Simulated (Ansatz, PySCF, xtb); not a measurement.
Dimer: C2H2 (SMILES C#C) (first 4 atoms) with CH4O (SMILES CO); geometry from B3LYP-D3(BJ)/def2-TZVP, rigid monomers moved along the line of their centres of mass till C2···H10 is 2.16 Å.
(charge 0, multiplicity 1):
```xyz
10

C      0.34100     0.38004     0.13680
C     -0.40150    -0.53759     0.33835
H      0.99741     1.19485    -0.05179
H     -1.05680    -1.35444     0.52285
C     -0.01004     0.29626     3.81906
O      0.75055    -0.68784     3.13801
H      0.41546     1.30018     3.70607
H      0.00280     0.03658     4.87716
H     -1.05263     0.32077     3.48202
H      0.71422    -0.49826     2.19265
```

Counterpoise-corrected where a basis set is named; no monomer relaxation. Rows marked so take none.

Cores are frozen in the correlated methods. Rows in STO-3G carry no dispersion term and start afresh at each structure.

The values were computed with Ansatz (Gaussian orbitals); PySCF for STO-3G rows, the dispersion terms; xtb for the GFN methods. Each number belongs to the level named beside it.

One of these levels gives -12.1 kJ/mol for the interaction energy. Which one is it?
A) PBE-D4/def2-TZVPPD
B) HF/STO-3G (no counterpoise)
C) SCS-MP2/aug-cc-pVDZ
D) GFN1-xTB

A, PBE-D4/def2-TZVPPD. The others give -7.0 (GFN1-xTB), 4.5 (HF/STO-3G (no counterpoise)), -3.0 (SCS-MP2/aug-cc-pVDZ)

Ansatz is a first-principles code.
